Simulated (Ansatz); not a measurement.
Cost and result for the atomization energy of `Br/C=C\I` (6 atoms, 5 bonds).

The species carries charge 0 and has multiplicity 1. Correlated methods include outer-core shells of Br, I, which these sets cover unevenly. Scalar relativity is left out up to krypton. I: def2 effective core potential. All single points use the PBE0-D4/def2-TZVP geometry. Program: Ansatz. All runs use 4 threads of an Intel Xeon on a shared host. Times are those of one run each, without the atoms' runs, and a repeat can differ threefold. Electronic energies, without spin–orbit coupling; frozen cores. CCSD(T)/CBS adds CCSD(T) − MP2 in def2-TZVPP to the MP2 limit, and its time is that of the two runs behind it. T1 = 0.009. With those shells the extrapolation isn't a true limit. B3LYP takes the VWN-RPA correlation (the form of Gaussian; ORCA's B3LYP/G).

CCSD(T)/CBS is a level of theory with its own doubt, some kJ/mol a heavy atom from the limit and from the frozen cores, so smaller differences don't rank the functionals.

| level | functions | wall time |
| --- | --- | --- |
| PBE-D4/def2-TZVPP (with forces) | 188 | 1.5 s |
| PBE0-D4/def2-TZVPP | 188 | 1.8 s |
| r2SCAN-D4/def2-TZVPP (with forces) | 188 | 2.7 s |
| B3LYP-D4/def2-TZVPP (with forces) | 188 | 2.8 s |
| B2PLYP/def2-TZVPP | 188 | 3.4 s |
| ωB97X-V/def2-TZVPP | 188 | 4.3 s |
| ωB97M-V/def2-TZVPP (with forces) | 188 | 6.5 s |
| MP2/def2-QZVPP | 345 | 11 s |
| CCSD(T)/def2-TZVPP | 188 | 50 s |
| CCSD(T)/CBS(def2) | – | 61 s |

Question: What atomization energy does each give, and how far from CCSD(T)/CBS? (Estimate.)

Answer: Ansatz gave: 
```tsv
level	atomization (kcal/mol)	difference from CCSD(T)/CBS	per bond
PBE-D4/def2-TZVPP (with forces)	508.0	19.4	3.9
PBE0-D4/def2-TZVPP	493.5	4.9	1.0
r2SCAN-D4/def2-TZVPP (with forces)	489.6	1.0	0.2
B3LYP-D4/def2-TZVPP (with forces)	483.6	-5.0	-1.0
B2PLYP/def2-TZVPP	479.3	-9.3	-1.9
ωB97X-V/def2-TZVPP	483.2	-5.4	-1.1
ωB97M-V/def2-TZVPP (with forces)	483.0	-5.6	-1.1
MP2/def2-QZVPP	499.2	10.6	2.1
CCSD(T)/def2-TZVPP	472.7	-15.9	-3.2
CCSD(T)/CBS(def2)	488.6	0.0	0.0
```

In def2-TZVPP, CCSD(T) changes the Hartree–Fock value by +141.6 kcal/mol (the triples alone add +12.9 kcal/mol) and MP2 by +158.8 kcal/mol; breaking electron pairs costs correlation energy, which Hartree–Fock lacks. The D4 term adds +7.1 kcal/mol with B3LYP and +3.6 kcal/mol with PBE0; it sums over pairs of atoms, weighted by their polarisabilities, and B3LYP, whose exchange is more repulsive, gets the larger term. From PBE to PBE0 (25 % exact exchange), in def2-TZVPP and without D4, the atomization energy moves by −13.9 kcal/mol: exact exchange takes away binding that semilocal exchange gives to molecules.

Spin–orbit coupling would lower the free I atoms strongly, and the atomization energy with them, by more than many differences here.
